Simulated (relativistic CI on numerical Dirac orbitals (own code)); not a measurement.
**Ir⁵⁺: N6,7 absorption edge**

Computed with this model: Dirac-Coulomb-Breit CI, separate exchange-only KLI orbitals for each configuration, model QED (radiative potential, 1s self-energy scaled to tabulated hydrogen-like ionisation energies), valence Slater integrals scaled by 0.8, multiplet model of core-to-valence dipole absorption; configurations [Xe] 4f14 5d4 → [Xe] 4f13 5d5; 10 K; Lorentzian 0.45 eV and Gaussian 0.3 eV FWHM. Energies are those of the free ion, without screening or charge transfer. The branching ratio is the share of the lower-energy edge in the whole absorption, uncertain by about 0.02 where the edges overlap. S is read from ⟨S²⟩ = S(S + 1).

Field parameters in Wybourne normalisation: Oh B⁴₀ = 21Dq, B⁴₄ = √(5/14) B⁴₀. The field is a parameter set, without covalency.

free ion: ground-state S = 1.65, centroid 65.49 eV. Peaks (eV, height): 63.7 (46), 64.9 (100), 65.6 (71), 67.9 (27).

Oh, 10Dq = 34050 cm⁻¹: ground-state S = 1.06, centroid 66.53 eV. Peaks (eV, height): 62.8 (100), 64.5 (23), 65.6 (97), 66.5 (68), 67.8 (47), 68.7 (98), 70.0 (28).

Strongest unbroadened transitions for free ion:

```csv
Energy (eV),Relative strength
63.73,43.9
64.86,100.0
65.61,55.7
65.78,10.5
66.11,0.5
66.32,4.4
67.17,0.7
67.45,0.2
67.79,18.8
67.98,7.4
68.24,4.2
68.43,1.1
68.55,7.7
69.20,3.5
69.33,0.2
69.62,0.2
70.25,0.3
71.95,0.4
```
